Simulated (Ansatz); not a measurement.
The lowest singlet and triplet of ClGa (SMILES [Cl][Ga]); geometries from B3LYP-D3(BJ)/def2-TZVP, each state relaxed from the structure named, with no frequency check.
Singlet (charge 0, multiplicity 1):
```json
[
 {"atom": "Cl", "x (Å)": "0.0000", "y (Å)": "0.0000", "z (Å)": "-1.4460"},
 {"atom": "Ga", "x (Å)": "0.0000", "y (Å)": "0.0000", "z (Å)": "0.7929"}
]
```

A positive gap puts the triplet lower; no zero-point energy. R- takes a restricted singlet. U- takes an unrestricted singlet (broken symmetry where lower, unprojected). The triplet is unrestricted in single-reference levels. Active spaces average the two states.

Frozen-core correlation. Filled d and f shells under p-block atoms count as core.

Codes used: Ansatz (a program for electronic structure) with Gaussian orbitals. Each number belongs to the level named beside it.

```csv
level,"gap E(singlet) − E(triplet), vertical, at the singlet's geometry (kJ/mol)"
U-HF/def2-TZVPP,-256.8
U-HF/def2-QZVPP,-254.4
R-B2PLYP/def2-TZVPP,___
R-CCSD/def2-QZVPP,-324.6
R-CCSD(T)/def2-QZVPP,-325.9
R-CCSDT(Q)/def2-TZVPP,-324.9
"SA-CASSCF(2,3)/def2-TZVPP",-324.7
"FIC-NEVPT4(SD) on SA-CASSCF(2,3)/def2-TZVPP",-330.3
"FIC-NEVPT4(SD) on SA-CASSCF(2,3)/def2-QZVPP",-330.6
```

Problem. What belongs in the gaps?

Solution. 
- R-B2PLYP/def2-TZVPP, gap E(singlet) − E(triplet), vertical, at the singlet's geometry (kJ/mol): -345.1
